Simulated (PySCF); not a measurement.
# Vibration and rotation of InCl

PBE0 constants of InCl, ¹Σ⁺ (singlet), closed shell (PySCF, scalar-relativistic core potentials, basis sets In cc-pVTZ-PP with ECP28, Cl cc-pV(T+d)Z; masses 114.9039 and 34.9689 u):

```
ωe            : 312.0 cm⁻¹
ωexe          : 1.01 cm⁻¹
Be            : 0.10725 cm⁻¹
αe            : 0.000507 cm⁻¹
De to In + Cl : 4.55 eV
```

Problem. What force constant and bond length do these constants imply?

Solution. Reduced mass μred = 26.810 u; k = 5.8918×10⁻⁷·μred·ωe² (u, cm⁻¹, mdyn/Å) = 1.54 mdyn/Å; Re = √(16.8576/(μred·Be)) (u, cm⁻¹, Å) = 2.421 Å.

Problem. Estimate the centrifugal constant D from the Kratzer relation and find the Dunham coefficient a1.

Solution. D = 4Be³/ωe² = 5.07e-08 cm⁻¹; a1 = −1 − αeωe/(6Be²) = -3.29.

These are scalar-relativistic numbers at best; spin–orbit coupling would shift them, the dissociation energy most.
